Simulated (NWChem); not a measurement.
MoH$_{3}$F$_{3}$; SMILES [F][MoH3]([F])[F]

```xyz
7

Mo     0.0000     0.0000    -0.1026
F     -1.4587     1.0818    -0.4630
F      1.6662     0.7224    -0.4630
F     -0.2075    -1.8042    -0.4630
H     -0.8211    -0.3559     1.2664
H      0.1023     0.8890     1.2664
H      0.7187    -0.5331     1.2664
```
Atoms are numbered in this order, from 1.

Level: PBE0/def2-SVP with def2 effective core potentials on Mo (NWChem), optimised geometry, unscaled harmonic frequencies. def2 effective core potentials on Mo; no spin-orbit coupling.

```json
[
 {"frequency (cm⁻¹)": "162", "IR intensity (km/mol)": "6.5"},
 {"frequency (cm⁻¹)": "162", "IR intensity (km/mol)": "6.5"},
 {"frequency (cm⁻¹)": "263", "IR intensity (km/mol)": "6.8"},
 {"frequency (cm⁻¹)": "380", "IR intensity (km/mol)": "0.0"},
 {"frequency (cm⁻¹)": "673", "IR intensity (km/mol)": "41.3"},
 {"frequency (cm⁻¹)": "673", "IR intensity (km/mol)": "41.3"},
 {"frequency (cm⁻¹)": "679", "IR intensity (km/mol)": "45.8"},
 {"frequency (cm⁻¹)": "746", "IR intensity (km/mol)": "130.1"},
 {"frequency (cm⁻¹)": "746", "IR intensity (km/mol)": "130.1"},
 {"frequency (cm⁻¹)": "1009", "IR intensity (km/mol)": "13.4"},
 {"frequency (cm⁻¹)": "1009", "IR intensity (km/mol)": "13.4"},
 {"frequency (cm⁻¹)": "1188", "IR intensity (km/mol)": "79.8"},
 {"frequency (cm⁻¹)": "2085", "IR intensity (km/mol)": "37.2"},
 {"frequency (cm⁻¹)": "2085", "IR intensity (km/mol)": "37.2"},
 {"frequency (cm⁻¹)": "2128", "IR intensity (km/mol)": "21.1"}
]
```

```yaml
zero_point_energy: 20.0 kcal/mol
thermal correction to the enthalpy at 298.15 K (with zero-point energy): 24.0 kcal/mol
heat capacity Cv: 18.1 cal/(mol K)
entropy at 298.15 K and 1 atm (symmetry number 3): 74.4 cal/(mol K)
```

Rigid rotor and harmonic oscillator.
